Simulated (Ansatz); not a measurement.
Z-matrix (Å, degrees):
```
C
N 1 1.436
H 1 1.095 2 110.4
H 1 1.092 2 109.7 3 -118.7
H 1 1.101 2 113.1 3 120.6
C 2 1.476 1 120.7 3 -73.9
Si 2 1.708 1 135.7 3 -166.0
H 6 1.095 2 115.8 1 -25.1
H 6 1.089 2 115.8 1 110.7
H 7 1.484 2 120.3 1 12.6
H 7 1.479 2 117.6 1 -131.4
```

Total charge 0; spin multiplicity 1.

(1) List the PBE0/def2-TZVPP orbital energies in eV (the Gaussian-basis code of Ansatz). (An estimate is asked.)

## Answers

(1) Ansatz gave: Occupied: -1802.64, -391.04, -278.64, -278.58, -144.97, -99.65, -99.63, -99.60, -25.36, -20.08, -16.63, -14.57, -12.90, -12.69, -11.95, -11.05, -9.83, -8.93, -8.08, -6.38. Lowest empty: -0.11, 1.13, 1.47, 1.94, 2.59, 2.86, 2.95, 3.30.
